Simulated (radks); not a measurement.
Results of a calculation; reference values are marked as such.
Q: The table gives one normalised radial function P(r) = r R(r) (large component) of Ta45+ in [Ar] 3d10 (r in bohr). Level of theory: Dirac Kohn-Sham, PBE, spin-unpolarised, spherical densities, finite nucleus; Fermi nuclear charge, rms radius 5.3507 fm (a radial shooting solver on a logarithmic mesh with Libxc functionals).

r	P
0.001071	0.0000
0.001188	0.0000
0.001329	0.0001
0.001487	0.0001
0.00165	0.0001
0.001845	0.0001
0.002064	0.0002
0.00229	0.0002
0.002562	0.0003
0.002842	0.0005
0.003179	0.0006
0.003556	0.0009
0.003946	0.0012
0.004413	0.0016
0.004936	0.0022
0.005477	0.0030
0.006127	0.0041
0.006853	0.0056
0.007604	0.0075
0.008505	0.0102
0.009513	0.0138
0.01056	0.0183
0.01181	0.0248
0.01321	0.0334
0.01465	0.0439
0.01639	0.0587
0.01833	0.0781
0.02034	0.1013
0.02275	0.1335
0.02525	0.1714
0.02824	0.2229
0.03158	0.2878
0.03505	0.3620
0.0392	0.4594
0.04384	0.5770
0.04865	0.7058
0.05441	0.8664
0.06086	1.0491
0.06753	1.2362
0.07554	1.4519
0.08449	1.6744
0.09375	1.8777
0.1049	2.0799
0.1173	2.2494
0.1301	2.3629
0.1456	2.4230
0.1628	2.4070
0.1807	2.3186
0.2021	2.1460
0.2242	1.9230
0.2508	1.6333
0.2805	1.3169
0.3113	1.0239
0.3482	0.7340
0.3894	0.4898
0.4321	0.3131
0.4833	0.1772
0.5406	0.0907
0.5998	0.0440
0.6709	0.0179

Which n and l does it have? It may be an empty orbital.

A: n = 3, l = 2: the number of nodes gives n - l - 1 = 0, the rise at small r points to l (this Dirac orbital starts outside the nucleus as r^gamma with gamma = sqrt((l + 1)^2 - (Z/c)^2) = 2.95; the j = 5/2 orbital of l + 1 starts with the same power, but with a smaller coefficient, and then steepens), and the extent must fit the shell. The curve is that of 3d5/2; the two j differ most near the nucleus, where j = l - 1/2 has the larger amplitude, and in heavy atoms j = l - 1/2 is also the more compact. 3d5/2: eigenvalue -3832.8 eV, 0 radial nodes, <r> = 0.181 bohr, 90 % of the charge inside 0.279 bohr.
